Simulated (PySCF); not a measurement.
Excitation energy of Se by level of theory

Se [Ar] 3d10 4s2 4p4 (3P) → Se [Ar] 3d10 4s2 4p3 5s1 (5S), as a difference of total energies. All numbers are calculated (PySCF 2.14, scalar relativity by spin-free X2C-1e, in aug-cc-pVTZ-DK). Correlated levels: valence: [Ar] 3d10 frozen. The calculations carry no spin-orbit coupling.

| method | excitation energy (eV) |
| --- | --- |
| UHF | 5.289 |
| LDA | 5.997 |
| PBE | 5.874 |
| PBE0 | 5.948 |
| r2SCAN | 6.134 |
| wB97X | 6.524 |
| HSE06 | 5.969 |
| B2PLYP | 6.025 |
| M06-2X | 6.047 |
| MP2 (valence) | 5.667 |
| SCS-MP2 (valence) | 5.857 |

Question: How much does correlation contribute at MP2 (valence)?

Answer: 5.667 − (5.289) = 0.378 eV, measured against UHF.

Errors of the correlated levels include the incompleteness of this basis and the frozen core.

For comparison: 5.857 eV (measured; NIST levels, between the centres of gravity of the two terms).
